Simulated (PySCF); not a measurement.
## Nuclear quadrupole coupling in `C=Cc1[nH]nc(S[SiH3])c1N`

Compound: C5H9N3SSi.
Z-matrix (Å and degrees, GFN2-xTB geometry), rows numbered from 1:
```
C 
C   1  1.3316
C   2  1.4348  1  126.17
N   3  1.3664  2  124.69  1    -0.02
N   4  1.3338  3  112.21  2  -179.65
C   5  1.3246  4  106.14  3     0.21
S   6  1.7353  5  119.11  4   178.97
Si  7  2.1642  6   92.53  5     1.93
C   3  1.3967  2  129.31  1  -179.35
N   9  1.3791  3  128.97  2    -4.97
H   1  1.0768  2  122.78  3    -0.27
H   1  1.0752  2  121.18  3   179.94
H   2  1.0820  1  119.56  3   179.79
H   4  1.0050  3  127.43  2     0.89
H   8  1.4518  7  107.69  6    62.14
H   8  1.4617  7  100.22  6   179.12
H   8  1.4520  7  108.19  6   -64.15
H  10  1.0087  9  115.31  3    32.33
H  10  1.0096  9  113.23  3   165.57
```

Field gradients from the PBE0/pcSseg-1 density (PySCF, non-relativistic), principal values in atomic units, ordered |Vxx| ≤ |Vyy| ≤ |Vzz|:

| atom | Vxx | Vyy | Vzz |
| --- | --- | --- | --- |
| N4 | 0.2692 | 0.6303 | -0.8995 |
| N5 | 0.0579 | 0.8383 | -0.8962 |
| S7 | 0.0105 | 2.0995 | -2.1100 |
| N10 | 0.4999 | 0.6457 | -1.1456 |

Find the asymmetry η = (Vxx − Vyy)/Vzz and the couplings χ = eQV/h (234.96 MHz × Q in barn × V in au), with Q(14N) = 0.02044 b, Q(33S) = −0.0678 b.

```json
{"atom": "N4", "environment": "pyrrole-type nitrogen", "nucleus": "14N", "η": "0.40", "χzz (MHz)": "-4.320", "χxx (MHz)": "1.293", "χyy (MHz)": "3.027"}
{"atom": "N5", "environment": "pyridine-type nitrogen", "nucleus": "14N", "η": "0.87", "χzz (MHz)": "-4.304", "χxx (MHz)": "0.278", "χyy (MHz)": "4.026"}
{"atom": "S7", "environment": "sulfur bonded to C and Si", "nucleus": "33S", "η": "0.99", "χzz (MHz)": "33.61", "χxx (MHz)": "-0.17", "χyy (MHz)": "-33.45"}
{"atom": "N10", "environment": "aniline-type nitrogen", "nucleus": "14N", "η": "0.13", "χzz (MHz)": "-5.50", "χxx (MHz)": "2.40", "χyy (MHz)": "3.10"}
```

At S7 η is above 0.9: Vyy and Vzz are nearly equal in size and opposite in sign, so a small change could swap them and flip the sign of χzz. The tensor is traceless: Vxx + Vyy + Vzz = 0.

What is Vzz at N10 in SI units (1 au = 9.71736 × 10²¹ V/m²)?

-1.1456 au = -11.132 × 10²¹ V/m².

And the gradient at the other heavy atoms, for which no coupling is worked out here?

| atom | environment | Vzz (au) | η |
| --- | --- | --- | --- |
| C1 | terminal =CH2 carbon | 0.242 | 0.44 |
| C2 | alkene CH carbon | 0.292 | 0.59 |
| C3 | substituted aromatic carbon | 0.172 | 0.94 |
| C6 | substituted aromatic carbon | -0.094 | 0.67 |
| Si8 | SiH3 silicon | 0.714 | 0.27 |
| C9 | aromatic carbon bearing nitrogen | -0.159 | 0.51 |

Were the hydrogens deuterons (Q(2H) = 0.00286 b), χzz would run from 109 kHz (H16) to 276 kHz (H18 and H14).

Geometry: GFN2-xTB, one conformer, isolated molecule. GFN2-xTB bond lengths can be off by several hundredths of an ångström, more for odd bonds, and the gradients follow them. The basis is small and wasn't made for field gradients, so the couplings can be 20 % off.
